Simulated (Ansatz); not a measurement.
Ansatz (a program for electronic structure) input (HF/6-31G*):

Ansatz 0.2 input:
```yaml
crystal:
  periodic: [false, false, false]
  atoms:
    - {symbol: C, position_ang: [1.44501810, 2.49958246, 1.13082151]}
    - {symbol: C, position_ang: [1.53543296, 1.45645723, 0.55636552]}
    - {symbol: Si, position_ang: [1.61474488, -0.16442872, -0.31647237]}
    - {symbol: Si, position_ang: [-0.37776361, -1.36436940, 0.05494021]}
    - {symbol: Si, position_ang: [-2.30068907, -0.08113375, -0.40366436]}
    - {symbol: H, position_ang: [1.37210891, 3.42539132, 1.63813021]}
    - {symbol: H, position_ang: [1.79588260, 0.09043540, -1.75855387]}
    - {symbol: H, position_ang: [2.78450012, -0.91537013, 0.17702436]}
    - {symbol: H, position_ang: [-0.41627799, -1.82361509, 1.46194505]}
    - {symbol: H, position_ang: [-0.36830473, -2.56671958, -0.81096949]}
    - {symbol: H, position_ang: [-3.50922358, -0.93038291, -0.34828728]}
    - {symbol: H, position_ang: [-2.20625152, 0.51506945, -1.75306615]}
    - {symbol: H, position_ang: [-2.44323084, 1.00799955, 0.58340617]}
basis:
  gaussian:
    orbitals: 6-31G*
hamiltonian:
  xc: {name: HF}
phonons: {temperatures: {t_min: 298.15, t_max: 298.15, t_step: 100}}
```

Output:

```
Functional definition: HF
integrals: 0.05 GiB planned
1114 factors; integrals over basis functions are off by at most 6.9e-4 eV
mean field: 0.37 GiB planned
mean field evaluation 1: about -25768.6124 eV, gradient 2.5e1 eV
mean field evaluation 2: about -25768.7204 eV, gradient 2.5e1 eV
mean field evaluation 4: about -25771.2217 eV, gradient 3.1e0 eV
mean field evaluation 8: about -25771.2628 eV, gradient 2.5e-4 eV
mean field -25771.26278800 eV, -947.0764390697 hartree, gradient 1.3e-5 eV, S^2 0.000000; 0 other end points of the search recorded, 0 dependent functions left out
the calculation of the forces begins
reference -25771.26278800 eV, -947.0764390697 hartree; 31, 31 occupied and 72, 72 virtual orbitals, 1114 factors
these checks for a lower state are left out or cut short: stability, starts, cluster_reference, orbital_swaps, neighbouring_geometries, increment
integrals: 0.05 GiB planned
1114 factors; integrals over basis functions are off by at most 6.9e-4 eV
mean field: 0.37 GiB planned
mean field evaluation 16: about -25771.2628 eV, gradient 2.9e-6 eV
mean field -25771.26276560 eV, -947.0764382466 hartree, gradient 3.1e-6 eV, S^2 0.000000; 0 other end points of the search recorded, 0 dependent functions left out
the calculation of the forces begins
reference -25771.26276560 eV, -947.0764382466 hartree; 31, 31 occupied and 72, 72 virtual orbitals, 1114 factors
these checks for a lower state are left out or cut short: stability, starts, cluster_reference, orbital_swaps, neighbouring_geometries, increment
integrals: 0.05 GiB planned
1114 factors; integrals over basis functions are off by at most 6.9e-4 eV
mean field: 0.37 GiB planned
mean field -25771.26276203 eV, -947.0764381154 hartree, gradient 1.5e-6 eV, S^2 0.000000; 0 other end points of the search recorded, 0 dependent functions left out
the calculation of the forces begins
reference -25771.26276203 eV, -947.0764381154 hartree; 31, 31 occupied and 72, 72 virtual orbitals, 1114 factors
these checks for a lower state are left out or cut short: stability, starts, cluster_reference, orbital_swaps, neighbouring_geometries, increment
integrals: 0.05 GiB planned
1114 factors; integrals over basis functions are off by at most 6.9e-4 eV
mean field: 0.37 GiB planned
mean field -25771.26238604 eV, -947.0764242978 hartree, gradient 2.2e-6 eV, S^2 0.000000; 0 other end points of the search recorded, 0 dependent functions left out
the calculation of the forces begins
reference -25771.26238604 eV, -947.0764242978 hartree; 31, 31 occupied and 72, 72 virtual orbitals, 1114 factors
these checks for a lower state are left out or cut short: stability, starts, cluster_reference, orbital_swaps, neighbouring_geometries, increment
integrals: 0.05 GiB planned
1114 factors; integrals over basis functions are off by at most 6.9e-4 eV
mean field: 0.37 GiB planned
mean field evaluation 32: about -25771.1413 eV, gradient 4.2e-1 eV
mean field -25771.26238149 eV, -947.0764241307 hartree, gradient 2.4e-6 eV, S^2 0.000000; 0 other end points of the search recorded, 0 dependent functions left out
the calculation of the forces begins
reference -25771.26238149 eV, -947.0764241307 hartree; 31, 31 occupied and 72, 72 virtual orbitals, 1114 factors
these checks for a lower state are left out or cut short: stability, starts, cluster_reference, orbital_swaps, neighbouring_geometries, increment
integrals: 0.05 GiB planned
1114 factors; integrals over basis functions are off by at most 6.9e-4 eV
mean field: 0.37 GiB planned
mean field -25771.26264979 eV, -947.0764339907 hartree, gradient 5.7e-6 eV, S^2 0.000000; 0 other end points of the search recorded, 0 dependent functions left out
the calculation of the forces begins
reference -25771.26264979 eV, -947.0764339907 hartree; 31, 31 occupied and 72, 72 virtual orbitals, 1114 factors
these checks for a lower state are left out or cut short: stability, starts, cluster_reference, orbital_swaps, neighbouring_geometries, increment
integrals: 0.05 GiB planned
1114 factors; integrals over basis functions are off by at most 6.9e-4 eV
mean field: 0.37 GiB planned
mean field -25771.26265190 eV, -947.0764340679 hartree, gradient 5.7e-6 eV, S^2 0.000000; 0 other end points of the search recorded, 0 dependent functions left out
the calculation of the forces begins
reference -25771.26265190 eV, -947.0764340679 hartree; 31, 31 occupied and 72, 72 virtual orbitals, 1114 factors
these checks for a lower state are left out or cut short: stability, starts, cluster_reference, orbital_swaps, neighbouring_geometries, increment
integrals: 0.05 GiB planned
1114 factors; integrals over basis functions are off by at most 6.9e-4 eV
mean field: 0.37 GiB planned
mean field -25771.26277024 eV, -947.0764384169 hartree, gradient 2.2e-6 eV, S^2 0.000000; 0 other end points of the search recorded, 0 dependent functions left out
[...]
mean field: 0.37 GiB planned
mean field evaluation 416: about -25771.2628 eV, gradient 1.5e-6 eV
mean field -25771.26278223 eV, -947.0764388576 hartree, gradient 1.5e-6 eV, S^2 0.000000; 0 other end points of the search recorded, 0 dependent functions left out
the calculation of the forces begins
reference -25771.26278223 eV, -947.0764388576 hartree; 31, 31 occupied and 72, 72 virtual orbitals, 1114 factors
these checks for a lower state are left out or cut short: stability, starts, cluster_reference, orbital_swaps, neighbouring_geometries, increment
integrals: 0.05 GiB planned
1114 factors; integrals over basis functions are off by at most 6.9e-4 eV
mean field: 0.37 GiB planned
mean field -25771.26277958 eV, -947.0764387602 hartree, gradient 1.5e-6 eV, S^2 0.000000; 0 other end points of the search recorded, 0 dependent functions left out
the calculation of the forces begins
reference -25771.26277958 eV, -947.0764387602 hartree; 31, 31 occupied and 72, 72 virtual orbitals, 1114 factors
these checks for a lower state are left out or cut short: stability, starts, cluster_reference, orbital_swaps, neighbouring_geometries, increment
integrals: 0.05 GiB planned
1114 factors; integrals over basis functions are off by at most 6.9e-4 eV
mean field: 0.37 GiB planned
mean field -25771.26277208 eV, -947.0764384845 hartree, gradient 2.0e-6 eV, S^2 0.000000; 0 other end points of the search recorded, 0 dependent functions left out
the calculation of the forces begins
reference -25771.26277208 eV, -947.0764384845 hartree; 31, 31 occupied and 72, 72 virtual orbitals, 1114 factors
these checks for a lower state are left out or cut short: stability, starts, cluster_reference, orbital_swaps, neighbouring_geometries, increment
integrals: 0.05 GiB planned
1114 factors; integrals over basis functions are off by at most 6.9e-4 eV
mean field: 0.37 GiB planned
mean field -25771.26277187 eV, -947.0764384771 hartree, gradient 1.9e-6 eV, S^2 0.000000; 0 other end points of the search recorded, 0 dependent functions left out
the calculation of the forces begins
reference -25771.26277187 eV, -947.0764384771 hartree; 31, 31 occupied and 72, 72 virtual orbitals, 1114 factors
these checks for a lower state are left out or cut short: stability, starts, cluster_reference, orbital_swaps, neighbouring_geometries, increment
integrals: 0.05 GiB planned
1114 factors; integrals over basis functions are off by at most 6.9e-4 eV
mean field: 0.37 GiB planned
mean field -25771.26273312 eV, -947.0764370527 hartree, gradient 2.6e-6 eV, S^2 0.000000; 0 other end points of the search recorded, 0 dependent functions left out
the calculation of the forces begins
reference -25771.26273312 eV, -947.0764370527 hartree; 31, 31 occupied and 72, 72 virtual orbitals, 1114 factors
these checks for a lower state are left out or cut short: stability, starts, cluster_reference, orbital_swaps, neighbouring_geometries, increment
integrals: 0.05 GiB planned
1114 factors; integrals over basis functions are off by at most 6.9e-4 eV
mean field: 0.37 GiB planned
mean field -25771.26273595 eV, -947.0764371570 hartree, gradient 2.2e-6 eV, S^2 0.000000; 0 other end points of the search recorded, 0 dependent functions left out
the calculation of the forces begins
reference -25771.26273595 eV, -947.0764371570 hartree; 31, 31 occupied and 72, 72 virtual orbitals, 1114 factors
these checks for a lower state are left out or cut short: stability, starts, cluster_reference, orbital_swaps, neighbouring_geometries, increment
integrals: 0.05 GiB planned
1114 factors; integrals over basis functions are off by at most 6.9e-4 eV
mean field: 0.37 GiB planned
mean field evaluation 448: about -25771.1419 eV, gradient 4.5e-1 eV
mean field -25771.26278199 eV, -947.0764388490 hartree, gradient 1.6e-6 eV, S^2 0.000000; 0 other end points of the search recorded, 0 dependent functions left out
the calculation of the forces begins
reference -25771.26278199 eV, -947.0764388490 hartree; 31, 31 occupied and 72, 72 virtual orbitals, 1114 factors
these checks for a lower state are left out or cut short: stability, starts, cluster_reference, orbital_swaps, neighbouring_geometries, increment
integrals: 0.05 GiB planned
1114 factors; integrals over basis functions are off by at most 6.9e-4 eV
mean field: 0.37 GiB planned
mean field -25771.26277944 eV, -947.0764387551 hartree, gradient 1.7e-6 eV, S^2 0.000000; 0 other end points of the search recorded, 0 dependent functions left out
the calculation of the forces begins
reference -25771.26277944 eV, -947.0764387551 hartree; 31, 31 occupied and 72, 72 virtual orbitals, 1114 factors
these checks for a lower state are left out or cut short: stability, starts, cluster_reference, orbital_swaps, neighbouring_geometries, increment
integrals: 0.05 GiB planned
1114 factors; integrals over basis functions are off by at most 6.9e-4 eV
mean field: 0.37 GiB planned
mean field -25771.26275123 eV, -947.0764377185 hartree, gradient 2.1e-6 eV, S^2 0.000000; 0 other end points of the search recorded, 0 dependent functions left out
the calculation of the forces begins
reference -25771.26275123 eV, -947.0764377185 hartree; 31, 31 occupied and 72, 72 virtual orbitals, 1114 factors
these checks for a lower state are left out or cut short: stability, starts, cluster_reference, orbital_swaps, neighbouring_geometries, increment
integrals: 0.05 GiB planned
1114 factors; integrals over basis functions are off by at most 6.9e-4 eV
mean field: 0.37 GiB planned
mean field -25771.26274977 eV, -947.0764376648 hartree, gradient 2.3e-6 eV, S^2 0.000000; 0 other end points of the search recorded, 0 dependent functions left out
the calculation of the forces begins
reference -25771.26274977 eV, -947.0764376648 hartree; 31, 31 occupied and 72, 72 virtual orbitals, 1114 factors
these checks for a lower state are left out or cut short: stability, starts, cluster_reference, orbital_swaps, neighbouring_geometries, increment
integrals: 0.05 GiB planned
1114 factors; integrals over basis functions are off by at most 6.9e-4 eV
mean field: 0.37 GiB planned
mean field -25771.26275700 eV, -947.0764379306 hartree, gradient 1.7e-6 eV, S^2 0.000000; 0 other end points of the search recorded, 0 dependent functions left out
the calculation of the forces begins
reference -25771.26275700 eV, -947.0764379306 hartree; 31, 31 occupied and 72, 72 virtual orbitals, 1114 factors
these checks for a lower state are left out or cut short: stability, starts, cluster_reference, orbital_swaps, neighbouring_geometries, increment
integrals: 0.05 GiB planned
1114 factors; integrals over basis functions are off by at most 6.9e-4 eV
mean field: 0.37 GiB planned
mean field evaluation 480: about -25771.2628 eV, gradient 8.3e-6 eV
mean field -25771.26275469 eV, -947.0764378454 hartree, gradient 1.9e-6 eV, S^2 0.000000; 0 other end points of the search recorded, 0 dependent functions left out
the calculation of the forces begins
reference -25771.26275469 eV, -947.0764378454 hartree; 31, 31 occupied and 72, 72 virtual orbitals, 1114 factors
Total energy: -25771.26278800 eV, -947.0764390697 hartree
Atom 0 at     1.445018     2.499582     1.130822 Å, force     0.000704     0.000641    -0.000428 eV/Å
Atom 1 at     1.535433     1.456457     0.556366 Å, force     0.001205    -0.001251    -0.000680 eV/Å
Atom 2 at     1.614745    -0.164429    -0.316472 Å, force     0.001290    -0.000571    -0.000120 eV/Å
Atom 3 at    -0.377764    -1.364369     0.054940 Å, force    -0.000305     0.002284     0.001013 eV/Å
Atom 4 at    -2.300689    -0.081134    -0.403664 Å, force    -0.000804    -0.001637     0.000387 eV/Å
Atom 5 at     1.372109     3.425391     1.638130 Å, force    -0.001498     0.000139     0.000449 eV/Å
Atom 6 at     1.795883     0.090435    -1.758554 Å, force    -0.000030     0.000231    -0.000554 eV/Å
Atom 7 at     2.784500    -0.915370     0.177024 Å, force    -0.000364     0.000142     0.000523 eV/Å
Atom 8 at    -0.416278    -1.823615     1.461945 Å, force    -0.000863    -0.000891    -0.000799 eV/Å
Atom 9 at    -0.368305    -2.566720    -0.810969 Å, force     0.000249     0.000569    -0.000113 eV/Å
Atom 10 at    -3.509224    -0.930383    -0.348287 Å, force    -0.000625     0.000033     0.000376 eV/Å
Atom 11 at    -2.206252     0.515069    -1.753066 Å, force     0.000532     0.000045    -0.000503 eV/Å
Atom 12 at    -2.443231     1.008000     0.583406 Å, force     0.000508     0.000266     0.000448 eV/Å
Dipole moment:    -0.018925     0.088338     0.063753 e Å
Vibrations: 30.36 77.19 93.20 139.84 261.33 326.17 382.98 413.17 466.97 497.25 569.97 624.66 659.14 753.02 785.84 821.41 836.54 844.01 905.19 987.50 1016.42 1031.49 1033.92 1042.44 2328.98 2340.30 2346.91 2364.49 2366.11 2374.44 2377.99 2381.80 3651.64 cm⁻¹, zero-point energy 2.301930 eV
```

The blocks after the first are displaced geometries, from whose forces the wavenumbers follow.
